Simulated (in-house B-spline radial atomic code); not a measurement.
Configurations of V6+, with energies counted from [Ne] 3s2 3p5. Method: non-relativistic HSE06, spin-polarised, spherical fractional occupations, exact exchange averaged over the configuration, point nucleus. Calculated with a radial B-spline atomic code at the basis-set limit. Shells without spins written out take the highest spin.

Occupations are held fixed; configurations that lie above the ionisation limit could autoionise.

```csv
configuration,E - E(ref) (eV),highest orbital,its <r> (bohr)
[Ne] 3s2 3p4 4s1,75.577,4s up,1.961
[Ne] 3s2 3p4 4d1,97.087,4d up,2.304
[Ne] 3s1 3p5 4p1,111.74,4p up,2.08
[Ne] 3s1 3p5 4f1,133.8,4f up,2.324
```

Task: Order these further configurations by energy, lowest first.
A. [Ne] 3s1 3p6
B. [He] 2s2 2p5 3s2 3p6
C. [Ne] 3s2 3p4 3d1
D. [Ne] 3s1 3p5 4s1

Result: A (28.23 eV), C (38.308 eV), D (103.15 eV), B (488.32 eV).
